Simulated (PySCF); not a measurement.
# Unknown compound

The spectra below were simulated for a compound C$_{6}$H$_{9}$P.

$^{1}$H NMR (400 MHz, computed): δ 6.45 (m, 2H), 6.40 (m, 2H), 2.81 (m, 2H), 1.25 (m, 3H).

$^{13}$C{$^{1}$H} NMR (computed): δ 139.6 (CH, 2C), 135.0 (CH, 2C), 33.1 (CH2), 14.9 (CH3).

[PySCF: shieldings: GIAO PBE0/pcSseg-1; structure optimised with GFN2-xTB; one averaged value for each set of equivalent atoms; in vacuum; a single conformation; non-relativistic Hamiltonian]

Scale: $^{1}$H, $^{13}$C against TMS (reference shieldings calculated alike).

**Question.** Which of these isomers gave the spectra?
A. CP1C=CCC=C1
B. C=CP(C)C#CC
C. CC1C=CPC=C1

**Answer.** A. 

1. 4 carbon signals for 6 carbons: some carbons are equivalent by symmetry or fast rotation.
2. Carbon types of the structure: 4 × CH, 1 × CH2, 1 × CH3, which accounts for all hydrogens.
3. δC 139.6, 135.0: alkene CH; the olefinic region.
4. δC 33.1: allylic sp3 CH2; saturated and bonded to C and H only.
5. δH 6.45, 6.40: hydrogen on an alkene CH; a vinylic proton, deshielded by the sp2 carbon and the C=C anisotropy.
6. δH 2.81: hydrogen on an allylic sp3 CH2; allylic position.
7. δH 1.25: hydrogen on a methyl carbon bonded to P.

The others: CC1C=CPC=C1 would give 5 signals for carbon-bound and other non-exchanging H, not 4; C=CP(C)C#CC would give 6 carbon signals, not 4.

Splittings by $^{31}$P in the carbon and heteronuclear signals aren't shown, as no couplings were computed. Shifts are as computed. Against solution values, carbons near 30 ppm lie about +3 ppm off and those near 130 ppm about +5 ppm. Of 1211 compounds with measured shifts, 218 miss one by over three times the rms of a fit or turn the order of signals round; such compounds aren't used in these exercises. Multiplicities follow the n + 1 count of equivalent neighbours, as no J values were calculated; m marks all less simple cases, F and P coupling included.
